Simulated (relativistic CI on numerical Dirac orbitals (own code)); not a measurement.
Crystal-field levels of Pd2+, 4d8

Calculated by Dirac-Coulomb-Breit CI, separate exchange-only KLI orbitals for each configuration, model QED (radiative potential, 1s self-energy scaled to tabulated hydrogen-like ionisation energies), one configuration in a parametric crystal field, unscaled Slater integrals (own radial code). With so little scaling, terms lie 10 to 35 % too far apart, which can change the order of excited levels.

Field parameters in Wybourne normalisation: Td as Oh with Dq negative (B⁴₀ = 21Dq, B⁴₄ = √(5/14) B⁴₀). The field is a parameter set, without covalency.

S and J are read from ⟨S²⟩ = S(S + 1) and ⟨J²⟩ = J(J + 1) of each level; they are not fictitious spins.

Td, 10Dq = -2100 cm⁻¹, the lowest 10 levels:

| E (cm⁻¹) | Degeneracy | Irrep | S | J |
| --- | --- | --- | --- | --- |
| 0.0 | 1 | A1 | 1.00 | 4.00 |
| 451 | 3 | T1 | 1.00 | 3.95 |
| 943 | 2 | E | 1.00 | 3.95 |
| 1862 | 3 | T2 | 1.00 | 3.81 |
| 4131 | 3 | T2 | 0.99 | 2.96 |
| 4306 | 3 | T1 | 1.00 | 3.05 |
| 4764 | 1 | A2 | 1.00 | 3.00 |
| 5568 | 2 | E | 0.97 | 2.09 |
| 7152 | 3 | T2 | 0.96 | 2.36 |
| 14408 | 3 | T2 | 0.53 | 2.03 |

Td, 10Dq = -18850 cm⁻¹, the lowest 10 levels:

| E (cm⁻¹) | Degeneracy | Irrep | S | J |
| --- | --- | --- | --- | --- |
| 0.0 | 1 | A1 | 1.00 | 3.87 |
| 943 | 3 | T1 | 1.00 | 3.61 |
| 2548 | 2 | E | 0.99 | 3.08 |
| 2792 | 3 | T2 | 0.99 | 2.87 |
| 14916 | 3 | T2 | 0.27 | 3.00 |
| 15960 | 2 | E | 0.07 | 3.08 |
| 18910 | 3 | T1 | 1.00 | 3.33 |
| 19093 | 2 | E | 0.99 | 3.17 |
| 19954 | 1 | A2 | 1.00 | 3.00 |
| 20302 | 3 | T2 | 0.89 | 3.18 |

Td, 10Dq = -17200 cm⁻¹, the lowest 10 levels:

| E (cm⁻¹) | Degeneracy | Irrep | S | J |
| --- | --- | --- | --- | --- |
| 0.0 | 1 | A1 | 1.00 | 3.88 |
| 939 | 3 | T1 | 1.00 | 3.63 |
| 2535 | 2 | E | 0.99 | 3.11 |
| 2810 | 3 | T2 | 0.99 | 2.89 |
| 14596 | 3 | T2 | 0.39 | 3.02 |
| 15953 | 2 | E | 0.12 | 3.07 |
| 17358 | 3 | T1 | 1.00 | 3.33 |
| 17603 | 2 | E | 0.98 | 3.13 |
| 18390 | 1 | A2 | 1.00 | 3.00 |
| 19055 | 3 | T2 | 0.82 | 3.14 |

Td, 10Dq = -15500 cm⁻¹, the lowest 10 levels:

```csv
E (cm⁻¹),Degeneracy,Irrep,S,J
0.0,1,A1,1.00,3.90
932,3,T1,1.00,3.65
2515,2,E,0.99,3.16
2827,3,T2,0.99,2.90
14038,3,T2,0.57,3.06
15654,2,E,0.66,3.09
15771,3,T1,1.00,3.32
16374,2,E,0.61,3.04
16788,1,A2,1.00,3.00
17996,3,T2,0.68,3.07
```

Td, 10Dq = -13800 cm⁻¹, the lowest 10 levels:

| E (cm⁻¹) | Degeneracy | Irrep | S | J |
| --- | --- | --- | --- | --- |
| 0.0 | 1 | A1 | 1.00 | 3.91 |
| 923 | 3 | T1 | 1.00 | 3.67 |
| 2483 | 2 | E | 0.99 | 3.21 |
| 2843 | 3 | T2 | 0.99 | 2.92 |
| 13171 | 3 | T2 | 0.74 | 3.12 |
| 14200 | 3 | T1 | 1.00 | 3.30 |
| 14354 | 2 | E | 0.96 | 3.06 |
| 15197 | 1 | A2 | 1.00 | 3.00 |
| 16161 | 2 | E | 0.18 | 2.98 |
| 17234 | 3 | T2 | 0.51 | 2.96 |

The free-ion ground term has S = 1. Every field shown keeps that spin.

Levels of this model without a field, named by their leading LS term: 3F_4 0, 3F_3 3056, 3F_2 4713, 1D_2 13310, 3P_1 17269, 3P_2 17585, 3P_0 17585, 1G_4 21284 cm⁻¹.
